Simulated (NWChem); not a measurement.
System: InCl2F; SMILES [F][In]([Cl])[Cl]

Program: NWChem. Structure relaxed at the PBE-D3(BJ)/def2-SVP level. def2 effective core potentials on In; no spin-orbit coupling. Ions are spin-unrestricted doublets at the neutral geometry; other ion states weren't tried.

What does the run give for LRC-wPBEh/def2-SVP? Quantities: vertical ionisation energy, ΔSCF (eV); −ε(HOMO) (eV).


| Quantity | Value |
|---|---|
| vertical ionisation energy, ΔSCF (eV) | 11.99 |
| −ε(HOMO) (eV) | 11.31 |
